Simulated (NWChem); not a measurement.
System: BHOF cation; SMILES FB=[OH+]

Results from NWChem. Pople sets run with spherical d functions. The geometry was optimised at PBE0/def2-SVP. Vertical excitations in the gas phase; the lowest state need not have the same character in each row.

```json
[
 {"level": "PBE/6-31+G*, full TDDFT", "lowest excitation, singlet (eV)": "9.96", "oscillator strength of that lowest state": "0.016", "lowest state with f > 0.02, singlet (eV)": "12.18", "oscillator strength of that bright state": "0.075", "lowest triplet (eV)": "9.29", "orbital gap (eV)": "9.71"},
 {"level": "B3LYP/6-31+G*, full TDDFT", "lowest excitation, singlet (eV)": "10.44", "oscillator strength of that lowest state": "0.019", "lowest state with f > 0.02, singlet (eV)": "12.85", "oscillator strength of that bright state": "0.048", "lowest triplet (eV)": "9.63", "orbital gap (eV)": "11.90"},
 {"level": "BHandHLYP/6-31+G*, full TDDFT", "lowest excitation, singlet (eV)": "?", "oscillator strength of that lowest state": "?", "lowest state with f > 0.02, singlet (eV)": "?", "oscillator strength of that bright state": "?", "lowest triplet (eV)": "?", "orbital gap (eV)": "?"},
 {"level": "PBE0/6-31+G*, full TDDFT", "lowest excitation, singlet (eV)": "10.68", "oscillator strength of that lowest state": "0.020", "lowest state with f > 0.02, singlet (eV)": "13.14", "oscillator strength of that bright state": "0.073", "lowest triplet (eV)": "9.66", "orbital gap (eV)": "12.61"}
]
```

Task: Some entries are withheld; supply them.

Result: 
- BHandHLYP/6-31+G*, full TDDFT, lowest excitation, singlet (eV): 11.16
- BHandHLYP/6-31+G*, full TDDFT, oscillator strength of that lowest state: 0.024
- BHandHLYP/6-31+G*, full TDDFT, lowest state with f > 0.02, singlet (eV): 11.16
- BHandHLYP/6-31+G*, full TDDFT, oscillator strength of that bright state: 0.024
- BHandHLYP/6-31+G*, full TDDFT, lowest triplet (eV): 10.02
- BHandHLYP/6-31+G*, full TDDFT, orbital gap (eV): 15.15
